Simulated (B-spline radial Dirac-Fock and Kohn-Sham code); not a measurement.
Binding energies of Nd at several levels of theory

System: the free neodymium atom in the configuration [Xe] 4f2 5d2 6s2 (not the ground configuration).

The density-functional columns are spherical, spin-unpolarised Dirac-Kohn-Sham results without Breit or QED terms: −ε is minus the orbital energy of the initial state and ΔSCF the difference of two total energies. The reference in the last column comes from Dirac-Fock ΔSCF + Breit + QED. All numbers are from a radial atomic solver, in eV; a selection of levels is shown. For the 1s level of heavy atoms much of the gap between ΔSCF and the reference is the Breit and QED part, -174.4 eV here; for other levels the error of the functional can be larger.

| level | LDA −ε | LDA ΔSCF | Dirac-Fock |
| --- | --- | --- | --- |
| K (1s) | 43327.2 | 43748.6 | 43587.4 |
| L1 (2s) | 7018.4 | 7094.6 | 7154.0 |
| L2 (2p1/2) | 6643.6 | 6739.7 | 6744.0 |
| L3 (2p3/2) | 6124.3 | 6212.0 | 6230.3 |
| M1 (3s) | 1535.6 | 1559.9 | 1603.6 |
| M2 (3p1/2) | 1375.1 | 1400.7 | 1429.1 |
| M3 (3p3/2) | 1271.5 | 1295.7 | 1324.7 |
| M4 (3d3/2) | 990.7 | 1018.7 | 1024.2 |
| M5 (3d5/2) | 968.3 | 995.8 | 1002.4 |
| N1 (4s) | 316.8 | 327.3 | 348.2 |
| N2 (4p1/2) | 256.1 | 266.4 | 280.3 |
| N3 (4p3/2) | 233.1 | 243.1 | 257.4 |
| N4 (4d3/2) | 132.9 | 142.3 | 143.8 |
| N5 (4d5/2) | 128.8 | 138.1 | 139.7 |
| N6,7 (4f) | 13.35 | 21.12 | 18.56 |
| O1 (5s) | 47.14 | 52.52 | 55.95 |
| O2 (5p1/2) | 29.86 | 34.86 | 34.50 |
| O3 (5p3/2) | 26.30 | 31.13 | 30.98 |
| O4,5 (5d) | 4.07 | 7.73 | 6.64 |
| P1 (6s) | 4.28 | 6.83 | 5.17 |

Values without a named source are computed, but for edge energies of neutral atoms, which are taken from tables.
